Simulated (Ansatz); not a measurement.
Reactions of `F[SiH2][InH2]`.

Computed with Ansatz on PBE0-D4/def2-TZVP structures; ΔE is electronic, products minus reactants. CBS: MP2 limit from def2 TZ/QZ plus the TZ coupled-cluster correction, frozen cores. This one scheme is used for every species. DFT in def2-TZVPP. Elements past krypton have def2 core potentials. For Ge, In, Sn outer-core shells are correlated without core-valence functions, which leaves a few kJ/mol of doubt a bond. Scalar relativity is left out up to krypton. Each species was taken in one conformer, which may not be the lowest.

```
                                                                         reaction  CCSD(T)/CBS(def2) (kcal/mol)
                       `F[SiH2][InH2]` + `OB(O)S` → `OB(O)[SiH2]F` + `[SH][InH2]`                          -1.8
               `F[SiH2][InH2]` + `C[NH][GeH3]` → `C[N]([GeH3])[InH2]` + `F[SiH3]`                          -6.2
`F[SiH2][InH2]` + `C=C[Si](F)(F)[SiH3]` → `[SiH3][SiH2][InH2]` + `C=C[Si](F)(F)F`                         -16.7
                          `F[SiH2][InH2]` + `[AlH3]` → `F[SiH2][AlH2]` + `[InH3]`                           6.5
                            `F[SiH2][InH2]` + `N=C=O` → `O=C=N[SiH2]F` + `[InH3]`                         -20.0
             `F[SiH2][InH2]` + `OC1C[SiH2]1` → `[InH2][CH]1C[SiH2]1` + `O[SiH2]F`                             ?
                               `F[SiH2][InH2]` + CH₃OH → `C[O][InH2]` + `F[SiH3]`                          -6.2
       `F[SiH2][InH2]` + `[NH2][SnH2][OH]` → `[NH2][SnH]([OH])[SiH2]F` + `[InH3]`                             ?
```

Problem. Fill in the missing values. (Best estimate.)

Solution. Computed: `F[SiH2][InH2]` + `OC1C[SiH2]1` → `[InH2][CH]1C[SiH2]1` + `O[SiH2]F`: -49.0 kcal/mol; `F[SiH2][InH2]` + `[NH2][SnH2][OH]` → `[NH2][SnH]([OH])[SiH2]F` + `[InH3]`: -0.5 kcal/mol.

Largest T1 diagnostic: 0.018, for `N=C=O`.
